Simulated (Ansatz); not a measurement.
`CC(F)=[Se]` + H₂ → `CC=[Se]` + H–F at 400 K and 1 bar (hydrogenolysis of a C–F bond).

Program: Ansatz. Geometries: PBE0-D4/def2-TZVP. ΔE: electronic, gas phase. CCSD(T)/CBS is the MP2 limit (def2-TZVPP, def2-QZVPP) plus CCSD(T) − MP2 in def2-TZVPP, frozen cores. This one scheme is used for every species. For Se outer-core shells are correlated without core-valence functions, which leaves a few kJ/mol of doubt a bond. Scalar relativity is left out up to krypton.

| species | CCSD(T)/CBS energy (Eh) | H − E (kJ/mol) | S (J/(mol·K)) |
| --- | --- | --- | --- |
| `CC(F)=[Se]` | -2578.37885 | 142.8 | 325.7 |
| H₂ | -1.17544 | 38.0 | 139.0 |
| `CC=[Se]` | -2479.18597 | 159.0 | 303.6 |
| H–F | -100.39570 | 36.5 | 182.2 |

H − E and S are ideal-gas, rigid-rotor, harmonic terms from PBE0-D4/def2-TZVP. The MP2-based limit puts H₂ 0.8 mEh under its directly extrapolated value; such offsets cancel only in part. 1 Eh = 2625.50 kJ/mol, R = 8.31446 J/(mol·K).

By hand: ΔE, ΔH, ΔS and ΔG.

ΔE = (-2479.18597) + (-100.39570) − (-2578.37885) − (-1.17544) = -0.02738 Eh = -71.9 kJ/mol. Δ(H − E) = 159.0 + 36.5 − 142.8 − 38.0 = 14.7, so ΔH = -57.2 kJ/mol. ΔS = 303.6 + 182.2 − 325.7 − 139.0 = 21.1 J/(mol·K). ΔG = -57.2 − 400 × (21.1)/1000 = -65.6 kJ/mol.

By hand: the equilibrium constant, and the temperature at which ΔG would vanish if ΔH and ΔS stayed fixed.

log₁₀ K = −ΔG/(RT ln 10) = 8.6. ΔH and −TΔS have one sign here, so there is no such temperature.

ΔH outweighs TΔS. A doubt of 5 kJ/mol in ΔE shifts log₁₀ K by 0.7 here. These are equilibria of isolated gas molecules and say nothing of rates. Largest T1 diagnostic: 0.016 (customary marks: 0.02 for closed shells, 0.045 for open ones).
